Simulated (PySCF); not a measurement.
4-chlorostyrene, C8H7Cl.
Numbering: `[CH2:1]=[CH:2][c:3]1[cH:4][cH:5][c:6]([Cl:7])[cH:8][cH:9]1` (hydrogens: H10, H11 on C1; H12 on C2; H13 on C4; H14 on C5; H15 on C8; H16 on C9)

Theory: PySCF 2.14.0, PBE0-D3(BJ)/def2-SVP geometry optimisation, gas phase.

What internal coordinates does the optimisation give?

| bond | length (pm) |
| --- | --- |
| C1=C2 | 133.9 |
| C2–C3 | 146.8 |
| C3–C4, C3–C9 | 140.4 |
| C4–C5, C8–C9 | 139.0 |
| C5–C6, C6–C8 | 139.5 |
| C6–Cl7 | 173.1 |
| C1–H10 | 109.3 |
| C1–H11 | 109.2 |
| C2–H12 | 109.6 |
| C4–H13, C9–H16 | 109.2 |
| C5–H14, C8–H15 | 109.1 |

Bonds in one row agree within 1 pm and their mean is given. A selection of angles:
| angle | degrees |
| --- | --- |
| C2–C1–H10 | 122.6 |
| C2–C1–H11 | 120.8 |
| H10–C1–H11 | 116.6 |
| C1–C2–C3 | 127.4 |
| C1–C2–H12 | 118.1 |
| C3–C2–H12 | 114.5 |
| C2–C3–C4 | 119.2 |
| C2–C3–C9 | 123.1 |
| C4–C3–C9 | 117.7 |
| C3–C4–C5 | 121.7 |
| C3–C4–H13 | 119.2 |
| C5–C4–H13 | 119.1 |
| C4–C5–C6 | 119.2 |
| C4–C5–H14 | 121.0 |
| C6–C5–H14 | 119.8 |
| C5–C6–Cl7 | 119.9 |
| C5–C6–C8 | 120.5 |

Torsions: C1–C2–C3–C4 180° (antiperiplanar).

Of the pairs four or more bonds apart, H10···H16 is among the closest relative to their van der Waals radii: 2.18 Å, 91 % of the sum of Bondi's values. The 6-membered ring C3–C4–C5–C6–C8–C9 has internal angles of 117.7° to 121.7°; it is planar, 0.00 Å rms from its mean plane, widest ring torsion 0°. The 9 heavy atoms lie in one plane (0.001 Å rms). The 8 C–C bonds span 1.339 Å (C1=C2, drawn double) to 1.468 Å (C2–C3, drawn single), a spread of 0.129 Å.

Point group: Cs (every atom within 0.08 Å of its image). Whether it is a minimum is left open (no frequencies). One conformer, not necessarily the lowest.
